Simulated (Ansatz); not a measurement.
Frontier orbitals of Cl3FH2MoO2, SMILES `[OH][Mo]([OH])([F])([Cl])([Cl])[Cl]`.

The species carries charge 0 and has multiplicity 1. Correlated methods include outer-core shells of Mo, which these sets cover unevenly. Mo: def2 effective core potential. The geometry is a stationary point of PBE0-D4/def2-TZVP. It is one conformer, not always the lowest. Basis def2-TZVPP, the Gaussian-basis code of Ansatz.

```
             functional  HOMO (eV)  LUMO (eV)  gap (eV)
                    PBE      -7.32      -5.48      1.84
                 revPBE      -7.26      -5.41      1.85
                   PBE0      -8.74      -5.05      3.69
                  B3LYP      -8.47      -5.21      3.26
                r2SCANh      -8.20      -5.44      2.76
HSE06 (plane-wave form)      -8.33      -5.42      2.91
                ωB97M-V     -10.94      -3.15      7.79
```

From PBE to PBE0 the HOMO moves by −1.41 eV and the LUMO by +0.43 eV, and with ωB97M-V by −3.62 and +2.33 eV, so the gap grows from 1.84 to 7.79 eV with exact exchange.

B3LYP here is the variant with VWN-RPA as its local correlation; programs differ in this.
